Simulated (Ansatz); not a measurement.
C2H6F2Si, SMILES `C[SiH2]C(F)F`, relaxed with RKS PBE0-D4/def2-TZVP in Ansatz from a PBE-D4/def2-SVP geometry. The force threshold is 0.005 eV/Å; the program also tests the step.

Total charge 0; spin multiplicity 1.

Start:

```xyz
11

C     0.413    0.493    1.487
Si    0.128   -0.756    0.104
C    -0.414    0.177   -1.501
F    -1.549    0.913   -1.222
F    -0.719   -0.732   -2.488
H     0.646   -0.017    2.443
H    -0.497    1.109    1.634
H     1.257    1.172    1.247
H     1.376   -1.534   -0.218
H    -0.986   -1.708    0.433
H     0.345    0.884   -1.918
```

**Question.** How much energy does the relaxation release, and in how many steps? (Best estimate.)

**Answer.** Ansatz gave: 0.98 kcal/mol, in 7 steps, 1 of them rejected.

**Question.** Which bonds change most? (An estimate is asked.)

**Answer.** The calculation gave: C3–H11 from 1.118 to 1.098 Å; C1–Si2 from 1.885 to 1.865 Å; Si2–H9 from 1.505 to 1.487 Å; Si2–H10 from 1.502 to 1.484 Å.

**Question.** Give the relaxed structure. (Best estimate.)

**Answer.** Computed: 
```xyz
11

C     0.406    0.489    1.473
Si    0.116   -0.755    0.115
C    -0.404    0.173   -1.484
F    -1.525    0.923   -1.244
F    -0.714   -0.711   -2.478
H     0.682   -0.013    2.404
H    -0.499    1.072    1.655
H     1.212    1.178    1.211
H     1.353   -1.514   -0.211
H    -0.981   -1.699    0.444
H     0.355    0.856   -1.886
```
